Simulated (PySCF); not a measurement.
CH9NO2Si2, SMILES [SiH2](NC)O[SiH2]O.

Coordinates come from a B3LYP-D3(BJ)/def2-SVP optimisation. This is a generated structure with no PubChem entry under its InChIKey; it may be hypothetical. One conformer was computed; it need not be the lowest.

All values below come from PySCF with TDA-PBE/def2-SVPD.

Vertical excitations. Gas-phase values at a fixed geometry.

| state | energy (eV) | λ (nm) | f | main pairs |
|---|---|---|---|---|
| S1 | 5.05 | 246 | 0.003 | HOMO→LUMO 99 % |
| S2 | 5.61 | 221 | 0.020 | HOMO→LUMO+1 91 % |
| S3 | 5.94 | 209 | 0.053 | HOMO→LUMO+2 88 % |
| S4 | 6.20 | 200 | 0.011 | HOMO→LUMO+3 98 % |
| S5 | 6.37 | 195 | 0.009 | HOMO→LUMO+4 93 % |
| S6 | 6.51 | 191 | 0.006 | HOMO−1→LUMO 77 %, HOMO→LUMO+5 21 % |
| T1 | 4.98 | 249 | 0 | HOMO→LUMO 99 % |
| T2 | 5.40 | 230 | 0 | HOMO→LUMO+1 98 % |
Triplets are in the Tamm–Dancoff approximation.
